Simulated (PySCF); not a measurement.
Vertical excitations of a molecule C₃H₃ClF₂ from TDA-B3LYP/def2-SVPD run with PySCF, as energy in eV (oscillator strength): 6.51 (0.012), 6.62 (0.096), 6.73 (0.326), 7.47 (0.000), 7.61 (0.002), 7.67 (0.003), 7.92 (0.001), 8.12 (0.007), 8.66 (0.004), 8.70 (0.006). Lowest triplet (TDA): 4.00 eV. Geometry optimised at PBE-D3(BJ)/def2-SVP. One conformer was computed; it need not be the lowest.

### Question
Which structure fits?
A) C/C(F)=C(\F)Cl
B) FC1(F)C[C@H]1Cl
C) FC(F)/C=C/Cl
D) C=C(Cl)C(F)F

### Answer
C, FC(F)/C=C/Cl
